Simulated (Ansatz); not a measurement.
Born–Oppenheimer molecular dynamics of BFGaH3 (6 atoms, charge 0, multiplicity 1). It starts at the highest image of a converged band, a first-order saddle point between two minima.

Method: Ansatz, RKS PBE0/def2-SVP.

- ensemble: NVE (velocity Verlet)
- time step: 0.5 fs
- steps asked: 200
- starting velocities drawn for: 300 K
- seed: 9712

First frame:

```xyz
6
Properties=species:S:1:pos:R:3
B -0.702 0.429 -0.648
Ga 0.568 -0.776 0.239
F 1.593 -2.095 0.722
H -1.793 0.518 -0.141
H -0.221 1.305 -1.323
H 0.555 0.619 1.150
```

Problem. How far do the bonds stretch over the last three quarters of this one trajectory? (Pairs bonded in most of those frames.)

Solution. 
```csv
bond,mean (Å),spread (Å),shortest,longest
B1–Ga2,2.051,0.065,1.97,2.15
B1–H4,1.209,0.015,1.18,1.23
B1–H5,1.212,0.012,1.19,1.23
Ga2–F3,1.762,0.020,1.73,1.79
Ga2–H6,1.613,0.056,1.51,1.72
```

Mean temperature of the second half: 781 K. The conserved energy stayed within 0.062 meV per atom of its start (net change 0.018 meV per atom), so the integration is sound. The kinetic energy rose, since the run started high on the potential surface and went downhill. A run of 0.1 ps of so small a system gives no equilibrium averages. The orbitals stay closed-shell, which can raise the energy where a bond breaks towards radicals; this wasn't checked here.

Time of the run: 6.9 min on 1 thread of Arm Neoverse V2, with other jobs on the host, peak memory 0.16 GiB.
